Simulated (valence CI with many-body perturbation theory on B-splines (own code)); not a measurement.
# Energy levels of Se III

Calculated by valence CI with perturbative core correlation (CI+MBPT): four valence electrons over a frozen Dirac-Fock core [Ar] 3d10, a basis of 11 s, 11 p, 10 d, 8 f, 5 g, 2 h functions for each j, with the one-electron correlation potential Σ1, the two-electron term Σ2, the three-electron term Σ3, Breit, model QED; selected CI, second order for the rest, scaled by the run's own slope (own B-spline code, finite nucleus).

Set against measurement, 29 paired levels are off by 224 cm⁻¹ on average, the worst by 760. These come from a selection out of Moore, Atomic Energy Levels, vol. II, NSRDS-NBS 35 (1971 reprint of NBS Circular 467, 1952), an old analysis. Levels without a partner in it may be off by more. Among the levels kept, up to 2000 cm⁻¹ of a level comes from second order outside the variational space, and about a tenth of that is noise between levels of different J, which matters for small intervals.

Levels 46 to 90 of 203, with energies above the lowest level, 4s2 4p2 3P_0. "Leading %" is the weight of the configuration and term that name the level; weights of strongly mixed levels are sums over their largest components and can fall short. Lifetimes count E1, E2, E3, M1 and M2 decay at the calculated energies, and are blank where another channel may lead or the interval is too uncertain; long ones can be off by a factor of two.

```tsv
No.	Configuration	Term	J	E (cm⁻¹)	Leading %	g	Lifetime
46	4s2 4p 5d	3P°	2	189701	31	1.239	401 ps
47	4s2 4p 4f	1F	3	189912	51	0.920	675 ps
48	4s2 4p 4f	3F	3	190211	55	1.065	702 ps
49	4s2 4p 4f	3F	2	190396	72	0.756	740 ps
50	4s2 4p 4f	3F	4	190431	44	1.139	745 ps
51	4s2 4p 5d	3D°	1	190532	54	0.809	364 ps
52	4s2 4p 6s	3P°	2	190938	86	1.459	727 ps
53	4s2 4p 6s	1P°	1	191551	56	1.019	448 ps
54	4s2 4p 5d	3F°	4	192354	93	1.250	1.74 ns
55	4s2 4p 5d	1D°	2	193016	43	1.045	472 ps
56	4s2 4p 5d	3D°	3	193641	74	1.279	383 ps
57	4s2 4p 4f	3G	3	193725	40	0.913	682 ps
58	4s 4p2 4d	3P	2	193876	55	1.477	3.92 ns
59	4s2 4p 4f	3F	4	193999	46	1.149	706 ps
60	4s2 4p 5d	3P°	2	194454	55	1.356	471 ps
61	4s2 4p 5d	3P°	1	194656	76	1.314	502 ps
62	4s2 4p 4f	3G	5	194748	91	1.201	694 ps
63	4s2 4p 5d	3P°	0	194770	94		553 ps
64	4s2 4p 4f	3D	3	195218	71	1.269	717 ps
65	4s2 4p 4f	3D	2	195500	48	1.028	791 ps
66	4s 4p2 4d	3P	1	195688	39	1.261	7.05 ns
67	4s 4p2 4d	5F	1	195981	45	0.468	3.24 ns
68	4s2 4p 4f	1G	4	195994	76	1.014	1.07 ns
69	4s 4p2 4d	5F	1	196081	38	0.346	2.26 ns
70	4s 4p2 4d	3P	0	196286	40		13.6 ns
71	4s 4p2 4d	5F	2	196448	79	1.019	6.36 ns
72	4s2 4p 5d	1F°	3	196643	84	1.024	291 ps
73	4s2 4p 4f	1D	2	196665	44	1.061	1.13 ns
74	4s2 4p 4f	3D	1	196884	42	0.703	1.38 ns
75	4s 4p2 4d	5F	3	197226	92	1.259	72.3 ns
76	4s2 4p 6p	3P	1	197714	33	1.280	2.49 ns
77	4s2 4p 5d	1P°	1	197766	80	0.986	347 ps
78	4s2 4p 6p	3D	2	197809	52	1.189	3.39 ns
79	4s 4p2 4d	5F	4	198298	92	1.355	85.8 ns
80	4s2 4p 6p	3P	0	198323	58		1.86 ns
81	4s 4p2 4d	5F	5	199740	94	1.399	54.7 ns
82	4s2 4p 6p	1P	1	200790	40	1.089	3.53 ns
83	4s2 4p 6p	3P	2	201376	60	1.385	2.86 ns
84	4s2 4p 6p	3D	3	201410	92	1.334	6.97 ns
85	4s2 4p 6p	3S	1	202231	68	1.839	5.88 ns
86	4s 4p2 4d	5D	0	202285	94		34.8 ns
87	4s 4p2 4d	5D	1	202379	84	1.532	5.14 ns
88	4s 4p2 4d	5D	2	202519	74	1.412	4.46 ns
89	4s2 4p 6p	1D	2	202639	54	1.164	5.88 ns
90	4s 4p2 4d	5D	3	202890	88	1.488	3.03 ns
```

Names give the largest LS component (configuration and term), which can be under half, so a name can repeat, a term be missing and a line seem to break the LS rules; names also repeat where a configuration has a term twice.

Where two levels of one J and parity lie close, their mixing, g and order are uncertain.
